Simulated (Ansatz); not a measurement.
Coupled-cluster diagnostics for Cu₃H₃, Ansatz.

Geometry of the singlet (PBE-D4/def2-SVP):

```xyz
6

Cu    1.341   -0.203    1.321
Cu    1.554    0.473   -0.974
Cu   -0.536   -0.050   -0.064
H    -0.298   -0.461    1.496
H    -2.043   -0.191   -0.245
H    -0.018    0.431   -1.534
```

Correlated methods freeze 27 core orbitals. No other spin state of charge 0 was run. Another isomer (singlet) lies 1.64 eV lower at PBE0-D4/def2-TZVP; other spin states weren't run for this one.

Problem. Estimate the CCSD(T) correlation energy, the shares of MP2 and (T), T1 and the reference's ⟨S²⟩ for: charge 0, singlet, own geometry in def2-TZVP; and the rough time on 4 threads of Intel Xeon 6975P-C on a shared host.

Solution. 
```csv
state,basis,correlation (eV),MP2 share (%),(T) share (%),T1,⟨S²⟩ (pure),wall time,remarks
"charge 0, singlet, own geometry",def2-TZVP,-35.339,110.0,4.8,0.037,0.00 (0.00),11 s,restricted SCF unstable
```
Customary marks for T1 are 0.02 (closed shells), 0.045 (open shells) and about 0.05 (3d metals). T1 exceeds 0.02 in 1 of 1 rows and 0.045 in 0; the higher it lies, the less the single-reference result can be trusted.
